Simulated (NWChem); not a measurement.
System: AlNH4O2; SMILES [OH][Al]([OH])[NH2]

```xyz
8

Al    -0.0667     0.0022    -0.0006
O      0.5907    -1.5675     0.0000
H      1.5169    -1.8064     0.0007
O     -1.7579     0.1754     0.0000
H     -2.3593    -0.5699     0.0017
N      0.9026     1.4764    -0.0015
H      0.4969     2.4050    -0.0022
H      1.9126     1.5374    -0.0040
```
Atoms are numbered in this order, from 1.

Results from NWChem. Pople sets run with spherical d functions. Structure relaxed at the PBE0/def2-SVP level. GIAO values for the isolated, static molecule; σ is the absolute isotropic shielding, δ = σ(reference) − σ with the isolated reference molecule computed at the same levels (1H: tetramethylsilane, 15N: ammonia, 17O: water).

Question: What does the run give for B3LYP/6-31G*? Quantities: σ Al1 (ppm); δ O2 (ppm); δ O4 (ppm); δ H5 (ppm); δ N6 (ppm); δ H7 (ppm); δ H8 (ppm).

Answer: The σ Al1 (ppm) comes out as 491.8 and the δ O2 (ppm) is 3.6. The δ O4 (ppm) is -2.4 and the δ H5 (ppm) is 0.60. The δ N6 (ppm) is -4.5, the δ H7 (ppm) is -0.60 and the δ H8 (ppm) is -0.99.
